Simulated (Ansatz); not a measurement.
Method: frozen-core CCSD(T)/cc-pVTZ // PBE0-D3(BJ)/def2-TZVP in Ansatz (a quantum-chemistry and plane-wave program).

Ansatz 0.2 input:
```yaml
crystal:
  periodic: [false, false, false]
  atoms:
    - { symbol: C, position_ang: [1.157182, -0.790778, -0.097129] }
    - { symbol: C, position_ang: [0.338394, 0.242167, -0.214804] }
    - { symbol: C, position_ang: [-1.069651, 0.309424, 0.256167] }
    - { symbol: Cl, position_ang: [0.890018, 1.700881, -0.984842] }
    - { symbol: H, position_ang: [0.808426, -1.697341, 0.382846] }
    - { symbol: H, position_ang: [2.172849, -0.763132, -0.467486] }
    - { symbol: H, position_ang: [-1.355966, -0.631262, 0.72804] }
    - { symbol: H, position_ang: [-1.745493, 0.508465, -0.579291] }
    - { symbol: H, position_ang: [-1.195762, 1.121574, 0.976497] }
basis:
  gaussian: { orbitals: cc-pVTZ }
correlation:
  method: ccsd_t
```

Output:

```
Functional definition: HF
1105 factors; integrals over basis functions are off by at most 8.5e-4 eV
mean field evaluation 1: about -15672.5331 eV, gradient 3.0e1 eV
mean field evaluation 2: about -15672.7771 eV, gradient 3.0e1 eV
mean field evaluation 4: about -15675.2230 eV, gradient 3.2e0 eV
mean field evaluation 8: about -15675.2698 eV, gradient 3.1e-1 eV
mean field evaluation 16: about -15672.5325 eV, gradient 3.0e1 eV
mean field -15675.27056665 eV, -576.0555682445 hartree, gradient 6.6e-6 eV, S^2 0.000000; 0 other end points of the search recorded, 0 dependent functions left out
8 core orbitals not correlated
reference -15675.27056665 eV, -576.0555682445 hartree; 12, 12 occupied and 174, 174 virtual orbitals, 1105 factors
second order -18.81453395 eV of doubles, -0.00000000 eV of singles
cycle   1  -19.37086764 eV  change   -5.6e-1 eV  update   8.8e-2
cycle   2  -19.84112806 eV  change   -4.7e-1 eV  update   2.7e-2
cycle   3  -19.93056014 eV  change   -8.9e-2 eV  update   1.2e-2
cycle   4  -19.92678308 eV  change    3.8e-3 eV  update   3.1e-3
cycle   5  -19.92755254 eV  change   -7.7e-4 eV  update   1.1e-3
cycle   6  -19.92769659 eV  change   -1.4e-4 eV  update   2.7e-4
cycle   7  -19.92768461 eV  change    1.2e-5 eV  update   9.0e-5
cycle   8  -19.92769508 eV  change   -1.0e-5 eV  update   2.5e-5
perturbative correction -0.88425946 eV, -0.0324959357 hartree
Total energy: -15696.08252119 eV, -576.8203934670 hartree
```

Cost: about 90 core-seconds (a rough figure).
